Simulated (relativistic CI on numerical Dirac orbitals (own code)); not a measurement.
## Ti2+ in a cubic cluster: 1s photoemission with charge transfer

Computed with a charge-transfer multiplet model of a cubic metal-ligand cluster with up to 2 ligand holes, Slater and spin-orbit integrals from Dirac-Coulomb-Breit ions, Slater integrals scaled by 0.8. The ground state mixes d2 with configurations of k ligand holes L, whose averages lie at kΔ + k(k − 1)U_dd/2; a core hole lowers each added d electron by U_cd. 20 K, Lorentzian 1.1 eV and Gaussian 0.6 eV FWHM.

Atomic integrals in eV (Slater integrals scaled, ζ unscaled), ground: F2dd 6.578, F4dd 4.090, zeta_d 0.013; with the core hole: F2dd 8.128, F4dd 5.094, zeta_d 0.025, G2cd 0.033.

Cluster parameters (eV): Δ = 5.2, U_dd = 4.5, U_cd = 5, 10Dq(ligand) = 0.6, V(eg) = 2.45, V(t2g) = -1.12, final-state hopping factor = 1.

```csv
Case,n_d,d2,d3L,d4L2,S
10Dq = 0.15 eV,2.47,0.58,0.37,0.05,1.00
10Dq = 0.45 eV,2.46,0.58,0.37,0.05,1.00
10Dq = 1.05 eV,2.45,0.60,0.36,0.05,1.00
```

Weights, n_d and S are thermal averages at 20 K. Binding energies count from the first peak over 30 % of the highest in each spectrum, which can be another peak from case to case. The parameters are a model scan and need not match a compound or its usual spin state. Peaks in eV (height, largest 100):
- 10Dq = 0.15 eV: 0.0 (100), 9.2 (12)
- 10Dq = 0.45 eV: 0.0 (100), 9.3 (12)
- 10Dq = 1.05 eV: 0.0 (100), 9.3 (12)

For the case 10Dq = 0.45 eV, Δ = 5.2 eV is larger than U_dd = 4.5 eV, the Mott-Hubbard side of the Zaanen-Sawatzky-Allen scheme. With the core hole the average of the configuration with one ligand hole lies at Δ − U_cd = 0.2 eV before mixing: the effective hopping of about 5.1 eV (from the holes of the mixed ground state) is comparable with this gap or larger, so the configurations mix strongly.
